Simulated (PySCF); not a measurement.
# Fe³⁺ (iron, charge +3) across methods

[Ar] 3d5, high-spin 6S determinant. Calculation: PySCF 2.14, in aug-cc-pVTZ (8s7p5d3f2g, 93 functions); no relativity, point nucleus.

```json
{"method": "LC-wPBE", "E (hartree)": "-1261.445", "mean ε 3p α (eV)": "-104.63", "mean ε 3p β (eV)": "-98.263", "mean ε 3d α (eV)": "-50.831", "Σ⟨r²⟩ (bohr²)": "13.13", "⟨S²⟩": "8.750"}
{"method": "r2SCAN", "E (hartree)": "-1261.634", "mean ε 3p α (eV)": "-101.05", "mean ε 3p β (eV)": "-93.299", "mean ε 3d α (eV)": "-45.977", "Σ⟨r²⟩ (bohr²)": "13.04", "⟨S²⟩": "8.751"}
{"method": "PBEsol", "E (hartree)": "-1260.210", "mean ε 3p α (eV)": "-98.360", "mean ε 3p β (eV)": "-92.456", "mean ε 3d α (eV)": "-45.401", "Σ⟨r²⟩ (bohr²)": "13.15", "⟨S²⟩": "8.750"}
{"method": "PW91", "E (hartree)": "-1261.700", "mean ε 3p α (eV)": "-98.622", "mean ε 3p β (eV)": "-92.714", "mean ε 3d α (eV)": "-45.532", "Σ⟨r²⟩ (bohr²)": "13.15", "⟨S²⟩": "8.750"}
{"method": "LDA", "E (hartree)": "-1259.120", "mean ε 3p α (eV)": "-98.380", "mean ε 3p β (eV)": "-92.703", "mean ε 3d α (eV)": "-45.630", "Σ⟨r²⟩ (bohr²)": "13.17", "⟨S²⟩": "8.750"}
{"method": "PBE", "E (hartree)": "-1261.373", "mean ε 3p α (eV)": "-98.541", "mean ε 3p β (eV)": "-92.592", "mean ε 3d α (eV)": "-45.432", "Σ⟨r²⟩ (bohr²)": "13.16", "⟨S²⟩": "8.750"}
{"method": "PBE0", "E (hartree)": "-1261.439", "mean ε 3p α (eV)": "-103.85", "mean ε 3p β (eV)": "-95.729", "mean ε 3d α (eV)": "-48.387", "Σ⟨r²⟩ (bohr²)": "13.06", "⟨S²⟩": "8.751"}
{"method": "UHF", "E (hartree)": "-1260.61593", "mean ε 3p α (eV)": "-118.83", "mean ε 3p β (eV)": "-103.43", "mean ε 3d α (eV)": "-56.423", "Σ⟨r²⟩ (bohr²)": "12.91", "⟨S²⟩": "8.751"}
{"method": "M06", "E (hartree)": "-1261.617", "mean ε 3p α (eV)": "-103.97", "mean ε 3p β (eV)": "-95.942", "mean ε 3d α (eV)": "-48.200", "Σ⟨r²⟩ (bohr²)": "13.00", "⟨S²⟩": "8.751"}
```
